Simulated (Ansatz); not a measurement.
`BC1=CCO1` at its PBE0-D4/def2-TZVP geometry, where that method's forces vanish. Total charge 0; spin multiplicity 1.

```json
{"atom": "B1", "x (Å)": "-1.258", "y (Å)": "1.339", "z (Å)": "0.649"}
{"atom": "C2", "x (Å)": "-0.335", "y (Å)": "0.243", "z (Å)": "0.134"}
{"atom": "C3", "x (Å)": "0.987", "y (Å)": "0.105", "z (Å)": "-0.119"}
{"atom": "C4", "x (Å)": "0.697", "y (Å)": "-1.293", "z (Å)": "-0.546"}
{"atom": "O5", "x (Å)": "-0.699", "y (Å)": "-1.054", "z (Å)": "-0.246"}
{"atom": "H6", "x (Å)": "-2.430", "y (Å)": "1.155", "z (Å)": "0.771"}
{"atom": "H7", "x (Å)": "-0.765", "y (Å)": "2.391", "z (Å)": "0.927"}
{"atom": "H8", "x (Å)": "1.859", "y (Å)": "0.735", "z (Å)": "-0.044"}
{"atom": "H9", "x (Å)": "1.104", "y (Å)": "-2.094", "z (Å)": "0.078"}
{"atom": "H10", "x (Å)": "0.840", "y (Å)": "-1.526", "z (Å)": "-1.604"}
```

Task: For each bond, give half the difference of the two atoms' forces along it (eV/Å; positive pushes the atoms apart) under PBE-D4, r2SCAN-D4, B3LYP-D4, ωB97M-V in def2-TZVPP. (An estimate is asked.)

Result: The calculation gave: 
```json
{"bond": "B1–C2", "length (Å)": "1.523", "PBE-D4": "-0.51", "r2SCAN-D4": "-0.26", "B3LYP-D4": "-0.17", "ωB97M-V": "0.18"}
{"bond": "B1–H6", "length (Å)": "1.193", "PBE-D4": "0.08", "r2SCAN-D4": "-0.04", "B3LYP-D4": "-0.09", "ωB97M-V": "-0.14"}
{"bond": "B1–H7", "length (Å)": "1.194", "PBE-D4": "0.10", "r2SCAN-D4": "0.00", "B3LYP-D4": "-0.08", "ωB97M-V": "-0.14"}
{"bond": "C2–C3", "length (Å)": "1.352", "PBE-D4": "0.73", "r2SCAN-D4": "0.35", "B3LYP-D4": "0.16", "ωB97M-V": "-0.24"}
{"bond": "C2–O5", "length (Å)": "1.399", "PBE-D4": "0.57", "r2SCAN-D4": "0.41", "B3LYP-D4": "0.37", "ωB97M-V": "0.20"}
{"bond": "C3–C4", "length (Å)": "1.491", "PBE-D4": "0.03", "r2SCAN-D4": "0.06", "B3LYP-D4": "0.26", "ωB97M-V": "0.31"}
{"bond": "C3–H8", "length (Å)": "1.078", "PBE-D4": "-0.16", "r2SCAN-D4": "-0.17", "B3LYP-D4": "-0.16", "ωB97M-V": "-0.08"}
{"bond": "C4–O5", "length (Å)": "1.448", "PBE-D4": "0.52", "r2SCAN-D4": "0.41", "B3LYP-D4": "0.41", "ωB97M-V": "0.24"}
{"bond": "C4–H9", "length (Å)": "1.093", "PBE-D4": "0.06", "r2SCAN-D4": "-0.08", "B3LYP-D4": "-0.19", "ωB97M-V": "-0.19"}
{"bond": "C4–H10", "length (Å)": "1.093", "PBE-D4": "0.06", "r2SCAN-D4": "-0.08", "B3LYP-D4": "-0.19", "ωB97M-V": "-0.19"}
```

B3LYP here is the variant with VWN-RPA as its local correlation; programs differ in this.

All numbers were calculated with Ansatz.
